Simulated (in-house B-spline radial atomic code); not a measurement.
A fraction x of an electron is removed from 5p in Cs, starting from [Xe] 6s1 and keeping the highest spin. Method: scalar-relativistic (X2C) PBE, spin-polarised, spherical fractional occupations, Fermi nucleus of rms radius 4.8041 fm. Calculated with an all-electron radial atomic-structure program (B-spline basis).

```tsv
x	E(x) - E(0) (eV)	5p down level (eV)
0	0.0000	-13.431
0.01	0.1347	-13.509
0.18	2.5456	-14.862
0.36	?	?
0.42	?	?
0.5	7.7241	-17.526
0.55	8.6111	-17.954
0.72	11.7881	-19.428
0.84	14.1829	-20.486
0.97	16.9214	-21.647
1	17.5749	-21.917
```

Task: What belongs in the row x = 0.36?

Result: An energy change of 5.3534 eV; 5p down at -16.344 eV.

Task: What belongs in the row x = 0.42?

Result: An energy change of 6.3492 eV; 5p down at -16.848 eV.

Task: Check Janak's theorem between x = 0.01 and 0.18.

Result: The slope of the energy is 14.18 eV; the orbital levels give 14.19 eV (-ε of the emptying orbital, averaged over the two points).
